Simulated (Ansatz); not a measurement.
Relaxation of the cluster Al4H5⁺ with RKS B3LYP-D4/def2-SVP.

```sh
$ ansatz run in.yaml --threads 4 --pin off --events-out ev --progress --plain --max-ram 4787MiB
```

```yaml
crystal:
  periodic: [false, false, false]
  atoms:
    - {symbol: Al, position_ang: [-2.593740, -2.374180, 0.753660]}
    - {symbol: Al, position_ang: [-1.360540, -0.126190, 0.447590]}
    - {symbol: Al, position_ang: [1.008940, 0.521330, -0.101620]}
    - {symbol: Al, position_ang: [3.306460, 1.211680, -0.953500]}
    - {symbol: H, position_ang: [2.108520, 0.659390, 1.067220]}
    - {symbol: H, position_ang: [-2.511260, -0.902600, -0.751750]}
    - {symbol: H, position_ang: [1.086360, 1.943070, -0.882360]}
    - {symbol: H, position_ang: [1.684580, -0.504680, -1.165650]}
    - {symbol: H, position_ang: [-2.729310, -0.427810, 1.586420]}
basis:
  gaussian: {orbitals: def2-SVP}
total_charge: 1
hamiltonian: {xc: {name: B3LYP}, dispersion: d4}
scf: {lower_state_search: "off"}
output: {orbitals: {seedname: orbitals}}
relax: {f_tol: 0.02, max_steps: 100}
```

Hardware: 4 threads of Arm Neoverse V1 on a shared host. Wall time 13 s.

Positions (Å) and forces (eV/Å) at steps 1, 2, 3, 4, 5, 6, 7, 8, 9, 10, 13 of 13:

```xyz
9
step=1 energy=-26454.6183 eV
Al   -2.594   -2.374    0.754   -0.465   -0.143   -0.111
Al   -1.361   -0.126    0.448   -2.125    0.013   -0.164
Al    1.009    0.521   -0.102   -0.375   -0.255    0.270
Al    3.306    1.212   -0.954    0.234    0.074   -0.098
H     2.109    0.659    1.067    0.234    0.091   -0.172
H    -2.511   -0.903   -0.752    0.846    0.086    0.849
H     1.086    1.943   -0.882    0.284   -0.041   -0.042
H     1.685   -0.505   -1.166    0.244    0.229    0.001
H    -2.729   -0.428    1.586    1.123   -0.053   -0.532
9
step=2 energy=-26455.0995 eV
Al   -2.731   -2.383    0.725   -0.357   -0.430    0.074
Al   -1.532   -0.046    0.400    0.162    0.432   -0.121
Al    0.959    0.503   -0.073   -0.257    0.028    0.083
Al    3.307    1.215   -0.955   -0.193   -0.047    0.056
H     2.143    0.681    1.018    0.115    0.038   -0.055
H    -2.421   -0.963   -0.671    0.008   -0.051    0.025
H     1.144    1.911   -0.879    0.239    0.020   -0.047
H     1.734   -0.445   -1.152    0.138    0.067   -0.016
H    -2.604   -0.474    1.587    0.145   -0.057    0.001
9
step=3 energy=-26455.2247 eV
Al   -2.915   -2.443    0.744   -0.235   -0.061    0.023
Al   -1.551   -0.045    0.373    0.252    0.201   -0.085
Al    0.948    0.539   -0.066   -0.094    0.169   -0.034
Al    3.284    1.207   -0.950   -0.111   -0.042    0.060
H     2.180    0.724    0.983    0.036    0.005    0.008
H    -2.437   -1.008   -0.639   -0.019   -0.155   -0.097
H     1.257    1.928   -0.892    0.089    0.007   -0.022
H     1.780   -0.382   -1.138    0.059   -0.009   -0.027
H    -2.546   -0.519    1.586    0.022   -0.115    0.173
9
step=4 energy=-26455.2948 eV
Al   -3.111   -2.408    0.756   -0.225   -0.112    0.039
Al   -1.522   -0.084    0.363    0.222    0.088   -0.061
Al    0.951    0.585   -0.084   -0.043    0.173   -0.057
Al    3.304    1.205   -0.934   -0.059   -0.031    0.050
H     2.181    0.758    0.971    0.029    0.001    0.017
H    -2.417   -1.079   -0.619   -0.014   -0.070   -0.110
H     1.300    1.963   -0.913    0.035    0.004   -0.011
H     1.797   -0.348   -1.140    0.045   -0.016   -0.023
H    -2.483   -0.592    1.600    0.009   -0.036    0.157
9
step=5 energy=-26455.3493 eV
Al   -3.304   -2.395    0.769   -0.064    0.113   -0.008
Al   -1.483   -0.137    0.357    0.025   -0.112    0.010
Al    0.953    0.641   -0.109   -0.054    0.078   -0.050
Al    3.324    1.201   -0.910    0.025   -0.024    0.027
H     2.182    0.781    0.959    0.009    0.038    0.000
H    -2.400   -1.137   -0.618   -0.004   -0.051    0.024
H     1.335    2.006   -0.942    0.006   -0.006    0.016
H     1.814   -0.318   -1.138    0.026    0.017   -0.022
H    -2.422   -0.641    1.631    0.033   -0.053    0.002
9
step=6 energy=-26455.3888 eV
Al   -3.481   -2.307    0.794   -0.048    0.082    0.003
Al   -1.430   -0.236    0.344   -0.028   -0.076    0.018
Al    0.964    0.650   -0.138    0.020    0.035   -0.064
Al    3.351    1.239   -0.877    0.010   -0.010    0.025
H     2.180    0.812    0.947   -0.002    0.020   -0.004
H    -2.420   -1.195   -0.603    0.019   -0.028    0.004
H     1.333    2.028   -0.953   -0.015   -0.020    0.014
H     1.870   -0.290   -1.153    0.013    0.036    0.000
H    -2.366   -0.700    1.639    0.030   -0.039    0.004
9
step=7 energy=-26455.4143 eV
Al   -3.645   -2.204    0.816    0.013    0.081   -0.009
Al   -1.385   -0.327    0.343   -0.049   -0.100   -0.009
Al    0.973    0.645   -0.176    0.035    0.006   -0.047
Al    3.373    1.283   -0.831   -0.004    0.005    0.012
H     2.167    0.832    0.935   -0.003    0.013   -0.015
H    -2.423   -1.248   -0.597    0.011    0.005    0.054
H     1.317    2.037   -0.972   -0.018   -0.015    0.025
H     1.934   -0.258   -1.176   -0.002    0.021    0.023
H    -2.312   -0.761    1.659    0.016   -0.017   -0.034
9
step=8 energy=-26455.4254 eV
Al   -3.793   -2.077    0.850    0.079    0.100   -0.011
Al   -1.328   -0.452    0.313   -0.146   -0.029    0.011
Al    0.989    0.629   -0.202    0.079   -0.081   -0.022
Al    3.381    1.352   -0.810   -0.012   -0.001    0.033
H     2.173    0.848    0.918   -0.013    0.027    0.023
H    -2.460   -1.301   -0.590    0.062    0.006    0.036
H     1.285    2.051   -0.962   -0.024   -0.062   -0.017
H     2.010   -0.246   -1.170   -0.034    0.082   -0.030
H    -2.257   -0.806    1.653    0.010   -0.041   -0.023
9
step=9 energy=-26455.4262 eV
Al   -3.896   -1.910    0.859    0.071    0.008    0.006
Al   -1.305   -0.528    0.310    0.025   -0.096   -0.004
Al    1.006    0.573   -0.220    0.047   -0.007   -0.121
Al    3.379    1.425   -0.747   -0.062    0.015   -0.034
H     2.152    0.861    0.929   -0.018   -0.041   -0.049
H    -2.447   -1.361   -0.599    0.015    0.101    0.148
H     1.233    2.004   -0.986   -0.005    0.017    0.067
H     2.068   -0.202   -1.232   -0.006   -0.003    0.138
H    -2.190   -0.863    1.686   -0.068    0.006   -0.151
9
step=10 energy=-26455.4413 eV
Al   -3.889   -1.877    0.869    0.019    0.013   -0.001
Al   -1.282   -0.563    0.304    0.006    0.001    0.003
Al    1.029    0.520   -0.226    0.015   -0.011    0.004
Al    3.338    1.503   -0.765    0.004    0.009   -0.004
H     2.163    0.840    0.922   -0.011    0.001   -0.011
H    -2.465   -1.332   -0.583   -0.019   -0.006    0.002
H     1.204    1.977   -0.959   -0.002   -0.001    0.007
H     2.116   -0.220   -1.216    0.001    0.001    0.004
H    -2.216   -0.848    1.654   -0.014   -0.006   -0.004
9
step=13 energy=-26455.4421 eV
Al   -3.908   -1.821    0.878   -0.004   -0.001    0.000
Al   -1.268   -0.599    0.296    0.001    0.001   -0.001
Al    1.047    0.483   -0.230    0.013    0.004    0.000
Al    3.318    1.557   -0.760   -0.009   -0.004    0.003
H     2.165    0.837    0.922   -0.001   -0.002   -0.002
H    -2.478   -1.338   -0.582    0.001    0.000    0.000
H     1.181    1.953   -0.949    0.001   -0.003   -0.003
H     2.153   -0.218   -1.224   -0.004    0.005    0.002
H    -2.210   -0.854    1.648    0.002    0.001    0.001
```

Another isomer (singlet) lies 0.54 eV lower at PBE0-D4/def2-TZVP; other spin states weren't run for this one.
